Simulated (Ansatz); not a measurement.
**Nudged elastic band run: H$_{6}$O$_{2}$Si$_{2}$**

input.yaml

```yaml
crystal:
  periodic: [false, false, false]
  atoms:
    - { symbol: O, position_ang: [-1.349484, 0.397874, -1.478266] }
    - { symbol: Si, position_ang: [0.060413, 0.604312, -0.539874] }
    - { symbol: O, position_ang: [1.458037, -0.02818, -1.28473] }
    - { symbol: Si, position_ang: [-0.048423, -0.558691, 1.508114] }
    - { symbol: H, position_ang: [-1.598648, -0.541321, -1.580384] }
    - { symbol: H, position_ang: [0.125349, 2.105388, -0.408474] }
    - { symbol: H, position_ang: [1.700688, 0.4445, -2.105354] }
    - { symbol: H, position_ang: [-0.267299, -2.032324, 1.250631] }
    - { symbol: H, position_ang: [-1.212969, -0.050452, 2.325117] }
    - { symbol: H, position_ang: [1.215537, -0.392305, 2.316121] }
magnetization:
  spin_polarized: true
basis:
  gaussian: { orbitals: cc-pVDZ }
hamiltonian:
  xc: pbe
neb:
  order_check: false
  images: 5
  f_tol: 0.05
  max_iterations: 60
  final_atoms:
    - { symbol: O, position_ang: [-1.25528263, 0.69410273, -1.03716937] }
    - { symbol: Si, position_ang: [0.69859548, 1.0702023, -0.09746091] }
    - { symbol: O, position_ang: [1.23498743, -0.17080511, -1.25736675] }
    - { symbol: Si, position_ang: [0.05183501, -0.56051553, 1.58851458] }
    - { symbol: H, position_ang: [-0.77729876, 0.02185485, -1.59326858] }
    - { symbol: H, position_ang: [-1.41814888, 1.44161261, -1.65057792] }
    - { symbol: H, position_ang: [1.7893628, 0.25434848, -1.94222185] }
    - { symbol: H, position_ang: [-0.55702367, -1.82713006, 1.01389717] }
    - { symbol: H, position_ang: [-0.9465913, 0.00578088, 2.57918366] }
    - { symbol: H, position_ang: [1.26276552, -0.98065014, 2.39937097] }
  initial_path:
    images:
      - { positions_ang: [[-1.349484, 0.397874, -1.478266], [0.060413, 0.604312, -0.539874], [1.458037, -0.02818, -1.28473], [-0.048423, -0.558691, 1.508114], [-1.598648, -0.541321, -1.580384], [0.125349, 2.105388, -0.408474], [1.700688, 0.4445, -2.105354], [-0.267299, -2.032324, 1.250631], [-1.212969, -0.050452, 2.325117], [1.215537, -0.392305, 2.316121]] }
      - { positions_ang: [[-1.27738236, 0.4505466, -1.4218046], [0.11117624, 0.60484876, -0.49988546], [1.42873401, -0.03231908, -1.31928319], [-0.01979023, -0.56003449, 1.53089995], [-1.53684212, -0.44421828, -1.63331205], [-0.09326956, 1.92285205, -0.54330792], [1.73183309, 0.47971724, -2.08467362], [-0.31803794, -2.00601039, 1.26487649], [-1.1673952, -0.00637752, 2.37504611], [1.22417506, -0.4602039, 2.33434529]] }
      - { positions_ang: [[-1.20528072, 0.50321921, -1.36534319], [0.16193949, 0.60538552, -0.45989692], [1.39943102, -0.03645815, -1.35383639], [0.00884255, -0.56137797, 1.5536859], [-1.47503624, -0.34711556, -1.68624009], [-0.31188813, 1.7403161, -0.67814184], [1.76297819, 0.51493447, -2.06399324], [-0.36877688, -1.97969678, 1.27912198], [-1.1218214, 0.03769696, 2.42497521], [1.23281311, -0.52810279, 2.35256958]] }
      - { positions_ang: [[-1.13317908, 0.55589181, -1.30888179], [0.21270273, 0.60592228, -0.41990838], [1.37012804, -0.04059723, -1.38838958], [0.03747532, -0.56272146, 1.57647185], [-1.41323036, -0.25001284, -1.73916814], [-0.53050669, 1.55778015, -0.81297576], [1.79412328, 0.55015171, -2.04331286], [-0.41951582, -1.95338317, 1.29336747], [-1.0762476, 0.08177144, 2.47490432], [1.24145117, -0.59600169, 2.37079387]] }
      - { positions_ang: [[-1.17388026, 0.60196212, -1.21831098], [0.37466698, 0.76068228, -0.31242589], [1.32508117, -0.08399986, -1.34471531], [0.04226189, -0.56198615, 1.58048609], [-1.20125316, -0.15939027, -1.69053495], [-0.82638742, 1.51905764, -1.09217648], [1.79253645, 0.45155063, -2.00961586], [-0.46535177, -1.9112988, 1.2002107], [-1.03302884, 0.05644125, 2.5096641], [1.24855595, -0.72421784, 2.38031957]] }
      - { positions_ang: [[-1.21458145, 0.64803242, -1.12774017], [0.53663123, 0.91544229, -0.2049434], [1.2800343, -0.12740248, -1.30104103], [0.04704845, -0.56125084, 1.58450034], [-0.98927596, -0.06876771, -1.64190177], [-1.12226815, 1.48033512, -1.3713772], [1.79094962, 0.35294955, -1.97591885], [-0.51118772, -1.86921443, 1.10705394], [-0.98981007, 0.03111107, 2.54442388], [1.25566074, -0.85243399, 2.38984527]] }
      - { positions_ang: [[-1.25528263, 0.69410273, -1.03716937], [0.69859548, 1.0702023, -0.09746091], [1.23498743, -0.17080511, -1.25736675], [0.05183501, -0.56051553, 1.58851458], [-0.77729876, 0.02185485, -1.59326858], [-1.41814888, 1.44161261, -1.65057792], [1.7893628, 0.25434848, -1.94222185], [-0.55702367, -1.82713006, 1.01389717], [-0.9465913, 0.00578088, 2.57918366], [1.26276552, -0.98065014, 2.39937097]] }
```

Run as:

```bash
$ ansatz run input.yaml --threads 2 --pin off --max-ram 3072MiB --backend cpu --events-out ev --progress --plain --runs-dir out
```

Output, in part (warnings, iteration lines, the closing report on the highest movable image, with atoms numbered from 0):

```
NEB end point (image 0): max|allowed force component| = 2.664e-3 eV/Å (the criterion of neb.relax_end_points is 1.000e-2)
NEB end point (image 6): max|allowed force component| = 1.834e-2 eV/Å (the criterion of neb.relax_end_points is 1.000e-2)
NEB iter   1: max|band force component| = 9.433e0 eV/Å  barrier→ = 4.3600 eV  barrier← = 2.4657 eV  Δτ_max = 0.1957 Å  (204 SCF iters)
NEB iter   2: max|band force component| = 5.438e0 eV/Å  barrier→ = 3.2985 eV  barrier← = 1.4042 eV  Δτ_max = 0.1964 Å  (158 SCF iters)
NEB iter   3: max|band force component| = 1.950e0 eV/Å  barrier→ = 2.8070 eV  barrier← = 0.9127 eV  Δτ_max = 0.1554 Å  (158 SCF iters)
NEB iter   4: max|band force component| = 9.692e-1 eV/Å  barrier→ = 2.5914 eV  barrier← = 0.6971 eV  Δτ_max = 0.1295 Å  (156 SCF iters)
NEB iter   5: max|band force component| = 5.310e-1 eV/Å  barrier→ = 2.4960 eV  barrier← = 0.6017 eV  Δτ_max = 0.1850 Å  (153 SCF iters)
NEB iter   6: max|band force component| = 6.370e-1 eV/Å  barrier→ = 2.4810 eV  barrier← = 0.5867 eV  Δτ_max = 0.0939 Å  (158 SCF iters)
NEB iter   7: max|band force component| = 5.178e-1 eV/Å  barrier→ = 2.3625 eV  barrier← = 0.4682 eV  Δτ_max = 0.0940 Å  (155 SCF iters)
NEB iter   8: max|band force component| = 7.687e-1 eV/Å  barrier→ = 2.3506 eV  barrier← = 0.4563 eV  CI = image 4  Δτ_max = 0.0950 Å  (154 SCF iters)
NEB iter   9: max|band force component| = 1.009e0 eV/Å  barrier→ = 2.5275 eV  barrier← = 0.6332 eV  CI = image 4  Δτ_max = 0.0476 Å  (155 SCF iters)
NEB iter  10: max|band force component| = 8.517e-1 eV/Å  barrier→ = 2.6374 eV  barrier← = 0.7430 eV  CI = image 4  Δτ_max = 0.0476 Å  (146 SCF iters)
NEB iter  11: max|band force component| = 6.720e-1 eV/Å  barrier→ = 2.7103 eV  barrier← = 0.8159 eV  CI = image 4  Δτ_max = 0.0951 Å  (145 SCF iters)
NEB iter  12: max|band force component| = 3.308e-1 eV/Å  barrier→ = 2.7584 eV  barrier← = 0.8640 eV  CI = image 4  Δτ_max = 0.1401 Å  (146 SCF iters)
NEB iter  13: max|band force component| = 2.828e-1 eV/Å  barrier→ = 2.7538 eV  barrier← = 0.8595 eV  CI = image 4  Δτ_max = 0.0491 Å  (150 SCF iters)
NEB iter  14: max|band force component| = 1.595e-1 eV/Å  barrier→ = 2.7475 eV  barrier← = 0.8532 eV  CI = image 4  Δτ_max = 0.0613 Å  (144 SCF iters)
NEB iter  15: max|band force component| = 1.299e-1 eV/Å  barrier→ = 2.7450 eV  barrier← = 0.8507 eV  CI = image 4  Δτ_max = 0.0366 Å  (141 SCF iters)
NEB iter  16: max|band force component| = 8.377e-2 eV/Å  barrier→ = 2.7447 eV  barrier← = 0.8503 eV  CI = image 4  Δτ_max = 0.1279 Å  (145 SCF iters)
NEB iter  17: max|band force component| = 5.968e-1 eV/Å  barrier→ = 2.7444 eV  barrier← = 0.8501 eV  CI = image 4  Δτ_max = 0.0646 Å  (142 SCF iters)
NEB iter  18: max|band force component| = 1.144e-1 eV/Å  barrier→ = 2.7443 eV  barrier← = 0.8500 eV  CI = image 4  Δτ_max = 0.0371 Å  (143 SCF iters)
NEB iter  19: max|band force component| = 1.422e-1 eV/Å  barrier→ = 2.7442 eV  barrier← = 0.8499 eV  CI = image 4  Δτ_max = 0.0089 Å  (134 SCF iters)
NEB iter  20: max|band force component| = 3.521e-2 eV/Å  barrier→ = 2.7442 eV  barrier← = 0.8499 eV  CI = image 4  Δτ_max = 0.0000 Å  (282 SCF iters)
Total energy: -19933.40538454 eV, -732.5391365343 hartree
Atom 0 at    -1.468520     0.468149    -1.148063 Å, force    -0.003806     0.007031     0.009418 eV/Å
Atom 1 at     0.331414     0.745185    -0.317476 Å, force    -0.000674    -0.000021    -0.004391 eV/Å
Atom 2 at     1.410924    -0.205351    -1.266676 Å, force     0.001606    -0.000798    -0.000947 eV/Å
Atom 3 at     0.072460    -0.581725     1.641546 Å, force     0.000798    -0.001866     0.002078 eV/Å
Atom 4 at    -1.273764     0.167386    -2.066355 Å, force     0.003430    -0.001368    -0.008258 eV/Å
Atom 5 at    -0.806715     1.627964    -1.081782 Å, force     0.000948    -0.003771    -0.000581 eV/Å
Atom 6 at     1.808726     0.328193    -1.982603 Å, force    -0.002396     0.000211     0.002369 eV/Å
Atom 7 at    -0.299219    -1.999521     1.268806 Å, force     0.001386     0.000580     0.000741 eV/Å
Atom 8 at    -1.031906     0.002107     2.490938 Å, force    -0.000513    -0.001075    -0.000444 eV/Å
Atom 9 at     1.339800    -0.603586     2.464567 Å, force    -0.000779     0.001076     0.000015 eV/Å
Dipole moment:     0.125247     0.142293    -0.459155 e Å
```

The forces met the threshold. The profile has 2 maxima (images 1, 4) with wells between them (image 2): this band takes more than one step, which may be the mechanism or a detour left from its start path. Neighbouring images differ by up to 2.0 eV, so the band resolves the path poorly. A vibrational analysis at the climbing image gives one clearly imaginary mode, 1214i cm⁻¹: a first-order saddle point. The orbitals stay closed-shell, which can raise the energy where a bond breaks towards radicals; this wasn't checked here.

Final band (atoms are numbered from 1 in the order of the input):

```csv
image,path coordinate (Å),energy (kcal/mol),Si2–H6 (Å),O1–H6 (Å)
0,0.00,0.0,1.51,2.50
1,0.78,2.4,1.51,2.57
2,1.56,2.0,1.52,2.63
3,2.34,17.3,1.50,2.16
4,3.12,63.3,1.63,1.34
5,3.91,45.8,2.39,0.98
6,4.70,43.7,2.65,0.98
```

Run time: 2.3 min on 2 threads of Intel(R) Xeon(R) 6975P-C (Granite Rapids), with other jobs on the host, peak memory 0.19 GiB.
